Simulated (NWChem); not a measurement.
C3H7NSi; SMILES N1C[SiH2]C=1C

```xyz
12

C      0.3227     2.1859     0.0000
C     -0.0093     0.7321     0.0000
N     -1.2284     0.2705     0.0000
C     -1.0703    -1.2157     0.0000
Si     0.8368    -0.9764     0.0000
H     -0.6065     2.7901     0.0000
H      0.9320     2.4505     0.8898
H      0.9320     2.4505    -0.8898
H     -1.5434    -1.6727    -0.8946
H     -1.5434    -1.6727     0.8946
H      1.6271    -1.3914    -1.2183
H      1.6271    -1.3914     1.2183
```
Atoms are numbered in this order, from 1.

Program: NWChem. Geometry: optimised at PBE-D3(BJ)/def2-SVP. Not confirmed as a minimum by frequencies. Level MN15/def2-SVP: energy and gradient on several grids; changes count from the extra-fine grid, which is no exact limit either.

```csv
grid,size of the energy change (μHa),largest change of a gradient component (μHa/bohr),"time, medium = 1 (rough)"
xcoarse,30000,2000,about 1
coarse,400,700,about 1
medium,< 10,70,about 1
fine,< 10,< 30,about 1
xfine,< 10,< 30,2
```
